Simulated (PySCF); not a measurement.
C3H10BN, SMILES CN(BC)C, GFN2-xTB optimised geometry.

```
15

B     -0.48     0.00     0.00
H     -1.02    -1.04     0.00
C     -1.31     1.35     0.00
H     -2.39     1.17     0.00
H     -1.10     1.97    -0.87
H     -1.10     1.96     0.88
N      0.91     0.00     0.00
C      1.74     1.18     0.00
C      1.71    -1.20     0.00
H      2.39     1.20     0.89
H      2.39     1.20    -0.89
H      1.13     2.08     0.00
H      2.35    -1.24    -0.89
H      2.35    -1.24     0.88
H      1.06    -2.08     0.00
```

Density from PySCF with PBE0/def2-TZVP at that geometry.

Minimum of the electron density along straight lines between bonded atoms, close to the bond critical point (lines longer than 1.1 times the sum of covalent radii, or with two minima, are not listed):

| bond | length / Å | ρ at the minimum / e bohr⁻³ | ∇²ρ there / e bohr⁻⁵ | position (fraction from the first atom) |
|---|---|---|---|---|
| B1–H2 | 1.175 | 0.187 | -0.28 | 0.43 |
| B1–C3 | 1.590 | 0.178 | -0.27 | 0.33 |
| C3–H4 | 1.087 | 0.276 | -0.93 | 0.64 |
| C3–H5 | 1.089 | 0.271 | -0.90 | 0.63 |
| C3–H6 | 1.089 | 0.271 | -0.90 | 0.63 |
| B1–N7 | 1.383 | 0.216 | 0.74 | 0.33 |
| N7–C8 | 1.445 | 0.275 | -0.74 | 0.60 |
| N7–C9 | 1.445 | 0.275 | -0.75 | 0.60 |
| C8–H10 | 1.095 | 0.278 | -0.96 | 0.64 |
| C8–H11 | 1.095 | 0.278 | -0.96 | 0.64 |
| C8–H12 | 1.085 | 0.286 | -1.01 | 0.65 |
| C9–H13 | 1.095 | 0.279 | -0.96 | 0.64 |
| C9–H14 | 1.095 | 0.279 | -0.96 | 0.64 |
| C9–H15 | 1.086 | 0.285 | -1.01 | 0.65 |
